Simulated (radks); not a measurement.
Results of a calculation; reference values are marked as such.
Task: These are the eigenvalues of the occupied orbitals of an atom or ion with whole-number occupations (eV). Level of theory: scalar-relativistic Kohn-Sham, r2SCAN, spin-polarised, spherical densities, finite nucleus; meta-GGA in the generalised Kohn-Sham scheme; Fermi nuclear charge, rms radius of each element as measured or else 0.836 A^(1/3) + 0.57 fm (a radial shooting solver on a logarithmic mesh with Libxc functionals).

| orbital | eigenvalue |
|---|---|
| 1s down | -23196.04 |
| 1s up | -23196.03 |
| 2s up | -3472.555 |
| 2s down | -3472.186 |
| 2p up | -3121.005 |
| 2p down | -3120.734 |
| 3s up | -715.9733 |
| 3s down | -715.8573 |
| 3p up | -599.3981 |
| 3p down | -599.2384 |
| 3d up | -413.8552 |
| 3d down | -413.5483 |
| 4s up | -186.4290 |
| 4s down | -184.9548 |
| 4p up | -151.2467 |
| 4p down | -149.7042 |
| 4d up | -98.2612 |
| 5s up | -69.8630 |
| 5s down | -69.4398 |

Which element is it, and in what charge state? The configuration may be excited. Open shells, if any, are filled with parallel spins first.

Result: Z = 45, rhodium, charge +6: Rh6+ in [Kr] 4d1 5s2. The list shows which subshells hold electrons but not how many an open one holds; the 1s level, -852.44 hartree, gives Z - s = 41.3 by -(Z - s)^2/2, which with screening and relativity narrows Z to a few neighbours, and the depths of the outer levels then fix element, charge and occupations together.
